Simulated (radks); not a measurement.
The mean radii <r> (bohr) of the occupied orbitals of an atom or ion are listed with their occupations. Method: scalar-relativistic Kohn-Sham, SCAN, spin-polarised, spherical densities, finite nucleus; meta-GGA in the generalised Kohn-Sham scheme; Fermi nuclear charge, rms radius of each element as measured or else 0.836 A^(1/3) + 0.57 fm; computed with a radial shooting solver on a logarithmic mesh with Libxc functionals.

| orbital | occ. | <r> |
|---|---|---|
| 1s up | 1 | 0.01744 |
| 1s down | 1 | 0.01744 |
| 2s up | 1 | 0.07358 |
| 2s down | 1 | 0.07358 |
| 2p up | 3 | 0.06623 |
| 2p down | 3 | 0.06623 |
| 3s up | 1 | 0.1903 |
| 3s down | 1 | 0.1902 |
| 3p up | 3 | 0.1912 |
| 3p down | 3 | 0.1912 |
| 3d up | 5 | 0.1734 |
| 3d down | 5 | 0.1734 |
| 4s up | 1 | 0.4231 |
| 4s down | 1 | 0.4232 |
| 4p up | 3 | 0.4501 |
| 4p down | 3 | 0.4501 |
| 4d up | 5 | 0.4784 |
| 4d down | 5 | 0.4781 |
| 5s up | 1 | 0.9808 |
| 5s down | 1 | 0.9736 |
| 4f up | 7 | 0.5362 |
| 4f down | 7 | 0.5333 |
| 5p up | 3 | 1.130 |
| 5p down | 3 | 1.122 |
| 5d up | 5 | 1.582 |
| 5d down | 1 | 1.580 |
| 6s up | 1 | 2.511 |
| 6d up | 1 | 5.832 |

Name the element and its charge. Open shells, if any, are filled with parallel spins first.

Answer. Z = 77, iridium, charge +1: Ir+ in [Xe] 4f14 5d6 6s1 6d1. The 1s radius gives Z: for a bare nucleus <r> = (2 gamma + 1)/(2Z) with gamma = sqrt(1 - (Z/c)^2), 0.01724 bohr for Z = 77, and screening makes it slightly larger (0.01744 here). The occupations add up to 76, and the charge is Z minus that.
